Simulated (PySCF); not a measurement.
`InChI=1S/C7H8S/c1-2-6-3-4-7(6)5-8/h1,3-4,6-8H,5H2/t6-,7+/m0/s1`

Molfile (atoms numbered from 1):
```
C7H8S
     RDKit          3D

 16 16  0  0  0  0  0  0  0  0999 V2000
    2.7157    0.8286   -1.6255 C   0  0  0  0  0  0  0  0  0  0  0  0
    1.9427    0.2568   -0.9121 C   0  0  0  0  0  0  0  0  0  0  0  0
    0.9972   -0.3888   -0.0379 C   0  0  1  0  0  0  0  0  0  0  0  0
    1.0280    0.0408    1.4138 C   0  0  0  0  0  0  0  0  0  0  0  0
   -0.2064    0.5285    1.4032 C   0  0  0  0  0  0  0  0  0  0  0  0
   -0.4542    0.2080   -0.0504 C   0  0  2  0  0  0  0  0  0  0  0  0
   -1.5507   -0.7880   -0.3680 C   0  0  0  0  0  0  0  0  0  0  0  0
   -3.2182   -0.0498   -0.2257 S   0  0  0  0  0  0  0  0  0  0  0  0
    3.3990    1.3125   -2.2569 H   0  0  0  0  0  0  0  0  0  0  0  0
    1.0231   -1.4715   -0.1884 H   0  0  0  0  0  0  0  0  0  0  0  0
    1.8116   -0.0278    2.1453 H   0  0  0  0  0  0  0  0  0  0  0  0
   -0.8319    0.9983    2.1409 H   0  0  0  0  0  0  0  0  0  0  0  0
   -0.5499    1.0886   -0.6896 H   0  0  0  0  0  0  0  0  0  0  0  0
   -1.5075   -1.6539    0.2940 H   0  0  0  0  0  0  0  0  0  0  0  0
   -1.4800   -1.1204   -1.4042 H   0  0  0  0  0  0  0  0  0  0  0  0
   -3.1261    0.2471    1.0683 H   0  0  0  0  0  0  0  0  0  0  0  0
  1  2  3  0
  2  3  1  0
  3  4  1  0
  4  5  2  0
  5  6  1  0
  6  7  1  0
  7  8  1  0
  6  3  1  0
  1  9  1  0
  3 10  1  1
  4 11  1  0
  5 12  1  0
  6 13  1  6
  7 14  1  0
  7 15  1  0
  8 16  1  0
M  END
```

Theory: TDDFT CAM-B3LYP/def2-SVPD circular dichroism and optical rotation, one conformer, gas phase (PySCF). Geometry: GFN2-xTB.

The molecule is flexible and this is one conformer; a measurement averages over conformers.

(1) Draw the ECD and absorption spectra from the lowest 16 states, each a Gaussian of half-width 0.3 eV at 1/e height.

Answers

(1) 
| E (eV) | λ (nm) | Δε (L mol⁻¹ cm⁻¹) | ε (L mol⁻¹ cm⁻¹) |
| --- | --- | --- | --- |
| 5.04 | 246 | -0.06 | 10.1 |
| 5.14 | 241 | -0.17 | 27.4 |
| 5.24 | 237 | -0.38 | 59.7 |
| 5.34 | 232 | -0.66 | 105 |
| 5.44 | 228 | -0.94 | 150 |
| 5.54 | 224 | -1.11 | 183 |
| 5.64 | 220 | -1.22 | 220 |
| 5.74 | 216 | -1.51 | 321 |
| 5.84 | 212 | -2.32 | 569 |
| 5.94 | 209 | -3.64 | 998 |
| 6.04 | 205 | -4.68 | 1540 |
| 6.14 | 202 | -3.92 | 2040 |
| 6.24 | 199 | +0.08 | 2430 |
| 6.34 | 196 | +7.37 | 2720 |
| 6.44 | 192 | +15.70 | 2940 |
| 6.54 | 190 | +21.30 | 3060 |
| 6.64 | 187 | +21.20 | 3100 |
| 6.74 | 184 | +15.40 | 3420 |
| 6.84 | 181 | +6.88 | 4600 |
| 6.94 | 179 | -0.02 | 7070 |
| 7.04 | 176 | -1.43 | 10600 |
| 7.14 | 174 | +4.29 | 14100 |
| 7.24 | 171 | +14.70 | 16200 |
| 7.34 | 169 | +23.60 | 16000 |
| 7.44 | 167 | +25.76 | 13900 |
| 7.54 | 164 | +21.97 | 10900 |
| 7.64 | 162 | +17.82 | 8270 |
| 7.74 | 160 | +17.13 | 6590 |

Δε uses R in velocity form, ε uses f in length form. Only the states computed contribute, so the short-wavelength end is incomplete.
